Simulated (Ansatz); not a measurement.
Consider the formal exchange of groups at the Al–Se bond: `C[Se][AlH][BH]S` + dimethyl ether → `C[O][AlH][BH]S` + dimethyl selenide.

Calculated with Ansatz (gas phase, PBE0-D4/def2-TZVP geometries, no zero-point term in ΔE). CCSD(T)/CBS is the MP2 limit (def2-TZVPP, def2-QZVPP) plus CCSD(T) − MP2 in def2-TZVPP, frozen cores. Functionals use def2-TZVPP. B3LYP here is the variant with VWN-RPA as its local correlation; programs differ in this. For Se outer-core shells are correlated without core-valence functions, which leaves a few kJ/mol of doubt a bond. Scalar relativity is left out up to krypton. Each species was taken in one conformer, which may not be the lowest.

Problem. Is it downhill or uphill in electronic energy at CCSD(T)/CBS, and by how much? (Estimate.)

Solution. Computed: Downhill: ΔE = -48.9 kJ/mol.

Problem. What do these levels give: ωB97M-V, B2PLYP, r2SCAN, PBE0, B3LYP, HF/def2-TZVPP, MP2/def2-TZVPP, SCS-MP2/def2-TZVPP, CCSD/def2-TZVPP, HF/def2-QZVPP, MP2/def2-QZVPP, CCSD/CBS(def2)? (An estimate is asked.)

Solution. Computed: ωB97M-V -49.9, B2PLYP -53.2, r2SCAN -45.5, PBE0 -39.9, B3LYP -51.4, HF/def2-TZVPP -47.2, MP2/def2-TZVPP -54.7, SCS-MP2/def2-TZVPP -55.6, CCSD/def2-TZVPP -51.4, HF/def2-QZVPP -49.4, MP2/def2-QZVPP -54.8, CCSD/CBS(def2) -50.4 kJ/mol.

Largest T1 diagnostic among the species: 0.015.
